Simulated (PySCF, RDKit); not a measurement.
Complex: CH4 (SMILES C) (first 5 atoms) with CH6Si (SMILES C[SiH3]); geometry from B3LYP-D3(BJ)/def2-TZVP, rigid monomers moved along the line of their centres of mass till C1···Si7 is 4.50 Å.
(charge 0, multiplicity 1):
```xyz
13

C     -0.0874     0.0124     0.3210
H     -0.3336    -0.4011    -0.6560
H      0.5725    -0.6746     0.8487
H      0.4121     0.9719     0.1923
H     -1.0019     0.1511     0.8959
C      0.6028     1.1373     4.5637
Si    -0.2004    -0.5428     4.7868
H      0.6899     1.3883     3.5058
H      1.6036     1.1497     4.9991
H      0.0134     1.9167     5.0501
H     -1.5616    -0.5567     4.1983
H     -0.3143    -0.8776     6.2278
H      0.6027    -1.6007     4.1269
```

Interaction energies are E(AB) − E(A) − E(B) at the monomers' geometry in the complex; basis-set methods are counterpoise corrected. Rows marked so take none. RDKit's UFF carries no charges.

Rows in 3-21G, 6-31G* carry no dispersion term and start afresh at each structure (6-31G* with six Cartesian d functions).

Codes used: PySCF for 3-21G rows, 6-31G* rows; RDKit for the force fields. Each number belongs to the level named beside it.

Q: One of these levels gives 11.0 meV for the interaction energy. Which one is it?
A) UFF
B) BP86/6-31G* (no counterpoise)
C) B3LYP/3-21G (no counterpoise)

A: B, BP86/6-31G* (no counterpoise). The others give -40.1 (UFF), -13.9 (B3LYP/3-21G (no counterpoise))
